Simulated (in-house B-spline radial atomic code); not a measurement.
## Ionising Sn IV (Sn3+) with different functionals

Computed with a B-spline radial code for spherical atoms: scalar-relativistic (spin-free X2C) Hamiltonian, Fermi nucleus of rms radius 4.6519 fm, spin-polarised at highest spin, spherical fractional occupations for the functionals, the average over the highest-spin determinants for Hartree-Fock. The ionisation energy is the difference of two self-consistent energies, [Kr] 4d10 5s1 → [Kr] 4d10, without Breit or QED terms; ε is the level of the shell that loses the electron (its least bound occupied spin orbital). There is no spin-orbit coupling in this Hamiltonian.

```
           method                    rung  ΔSCF (eV)  -ε(5s) (eV)
     Hartree-Fock            Hartree-Fock      39.29        39.44
    HF fractional            Hartree-Fock      39.29        39.44
         LDA VWN5                     LDA      41.82        36.91
         LDA PW92                     LDA      41.81        36.91
LDA exchange-only                     LDA          ?            ?
              PBE                     GGA      41.39        36.47
           PBEsol                     GGA      41.36        36.54
             BLYP                     GGA      41.59        36.56
             RPBE                     GGA      41.19        36.29
             PW91                     GGA      41.50        36.60
             BP86                     GGA      41.43        36.66
             AM05                     GGA      41.32        36.53
             OLYP                     GGA      41.09        36.16
             TPSS                meta-GGA      40.95        36.24
             SCAN                meta-GGA      41.15        36.86
           r2SCAN                meta-GGA      40.94        36.65
          revTPSS                meta-GGA      40.84        36.20
             PBE0           global hybrid      41.00        37.40
            B3LYP           global hybrid      41.44        37.45
            TPSSh           global hybrid      40.83        36.62
        BHandHLYP           global hybrid      40.88        38.38
          r2SCAN0           global hybrid      40.76        37.61
            B97-1           global hybrid      40.81        36.95
            HSE06  range-separated hybrid          ?            ?
            wB97X  range-separated hybrid      40.42        39.50
        CAM-B3LYP  range-separated hybrid      41.36        39.01
          LC-wPBE  range-separated hybrid      40.87        40.13
```

Question: What does HSE06 give?

Answer: ΔSCF 41.05 eV, and -ε(5s) = 37.06 eV.

Question: What does LDA exchange-only give?

Answer: ΔSCF 40.67 eV, and -ε(5s) = 35.84 eV.

Question: Among the functionals, which spreads more, the ΔSCF values or the orbital energies?

Answer: The orbital energies: ΔSCF values span about 1.40 eV and the orbital energies 4.29 eV.

Question: How do they compare with the NIST value?

Answer: NIST lists 40.74 eV ± 0.04 (measured, ground level to ground level). Errors run from -1.45 to +1.08 eV; r2SCAN0 is closest (+0.02 eV), but part of that can be cancellation, since the calculations leave out Breit-QED terms. Hartree-Fock also lacks correlation.
